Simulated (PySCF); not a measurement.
F3H3Mo, multiplicity 1. Atoms are numbered in the order given.

```xyz
7

Mo     0.0000     0.0000     0.0855
F     -1.5771    -0.9105    -0.2942
F      0.0000     1.8211    -0.2942
F      1.5771    -0.9105    -0.2942
H      0.0000    -0.9202     1.4511
H     -0.7969     0.4601     1.4511
H      0.7969     0.4601     1.4511
```
Charge 0, spin multiplicity 1.

Coordinates come from a B3LYP-D3(BJ)/def2-SVP optimisation. The multiplicity is an assumed one; no other spin state was optimised. The structure was generated by enumeration; whether it is a known compound was not checked. The def2 effective core potentials stand for the cores of Mo; spin–orbit coupling is left out.

Computed with B3LYP-D3(BJ)/def2-SVP (PySCF).

Frequencies are harmonic and unscaled.

Modes within 1.5 cm⁻¹ of each other (mostly degenerate sets) share a row, with their intensities summed.

```csv
mode,ν (cm⁻¹),IR (km/mol),Raman (Å⁴/amu),depolarisation,moving atoms (share of kinetic energy)
1–2,161,11.7,1.9,0.75,"F 88 %, Mo 11 %"
3,260,5.8,0.8,0.20,"F 67 %, Mo 32 %"
4,372,0.0,0.0,–,H 99 %
5–6,664,61.7,8.1,0.75,"H 57 %, F 40 %"
7,670,44.2,3.7,0.05,F 96 %
8–9,741,267.0,0.9,0.75,"F 42 %, H 37 %, Mo 21 %"
10–11,1009,27.2,23.4,0.75,H 97 %
12,1156,71.9,23.9,0.27,H 98 %
13–14,2035,79.7,194.4,0.75,H 100 %
15,2084,24.5,219.2,0.02,H 97 %
```
